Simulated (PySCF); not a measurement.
Ligand exchange on a metal centre used in film growth or etching (Cd NH2-Br). Isolated molecules, 0 K electronic values unless said otherwise. One relaxed conformer stands for each flexible species; it need not be the lowest.

Calculation: PySCF 2.14.0 with PBE-D3(BJ)/def2-TZVP // PBE-D3(BJ)/def2-SVP. All candidates: neutral, multiplicity 1. 

| Quantity | Result |
|---|---|
| HOMO–LUMO gap | 3.76 eV |
| LUMO | -2.39 eV |
| HOMO | -6.15 eV |

Task: Which member has these values?
A) [Cd(NH2)(Br)]
B) [Cd(NH2)2]
C) [Cd(Br)2]

Result: A, [Cd(NH2)(Br)]. The others give [Cd(Br)2]: 3.90 eV, -3.25 eV, -7.14 eV; [Cd(NH2)2]: 3.91 eV, -1.50 eV, -5.41 eV
